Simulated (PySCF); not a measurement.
# Fractional electron number in Lu+ (lutetium, charge +1)

The 6s beta orbital of [Xe] 4f14 6s2 is emptied in steps (occupation f), with all orbitals relaxed, ending at [Xe] 4f14 6s1. Calculation: PySCF 2.14, in def2-SVP with the def2 core potential (28 electrons) (10s7p4d3f1g, 81 functions); scalar relativity through the core potential. The exact energy is a straight line in f; departures are measured from the line between the end points of the same method.

```csv
f,B3LYP (eV)
1,0.000
0.75,-0.473
0.5,-0.635
0.25,-0.480
0,0.000
```

| method | E(f=0) − E(f=1) (eV) | −ε at f=1 (eV) | −ε at f=0.5 (eV) |
| --- | --- | --- | --- |
| B3LYP | 14.185 | 11.677 | 14.167 |

Orbital energy along the path (eV):

```csv
f,B3LYP
1,-11.677
0.75,-12.912
0.5,-14.167
0.25,-15.450
0,-16.730
```

Reference removal energy between the ground levels: 14.13 ± 0.05 eV (semi-empirical (NIST evaluation); NIST Atomic Spectra Database, ionization energies).
